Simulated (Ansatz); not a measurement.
```xyz
18

C     2.0613    0.0000    0.0000
C     1.5790    1.3250    0.0000
C     0.3579    2.0300    0.0000
C    -1.0306    1.7851    0.0000
C    -1.9370    0.7050    0.0000
C    -1.9370   -0.7050    0.0000
C    -1.0306   -1.7851    0.0000
C     0.3579   -2.0300    0.0000
C     1.5790   -1.3250    0.0000
H     3.1463    0.0000    0.0000
H     2.4102    2.0224    0.0000
H     0.5464    3.0985    0.0000
H    -1.5731    2.7248    0.0000
H    -2.9565    1.0761    0.0000
H    -2.9565   -1.0761    0.0000
H    -1.5731   -2.7248    0.0000
H     0.5464   -3.0985    0.0000
H     2.4102   -2.0224    0.0000
```

Basis set: def2-TZVP (spherical functions). Charge 0, multiplicity 2.

Computed with Ansatz (development build ahead of 0.2.0); each method stands on the lowest determinant of its kind that the runs found. Restricted functionals stand beside restricted open-shell atoms, which can lie above the unrestricted atoms usual in DFT and then raise those values.

(1) Give the atomization energy at this shape (free ground-state atoms in the same class of orbitals less the molecule, no zero-point energy) of doublet C9H9 by ωB97X (unrestricted), PBE0 (unrestricted), PBE0 (restricted open-shell).

Results:

(1)

```json
{"method": "ωB97X (unrestricted)", "atomization energy": "1960.23 kcal/mol"}
{"method": "PBE0 (unrestricted)", "atomization energy": "1994.77 kcal/mol"}
{"method": "PBE0 (restricted open-shell)", "atomization energy": "2003.60 kcal/mol"}
```

The shape needn't be a minimum at these levels.
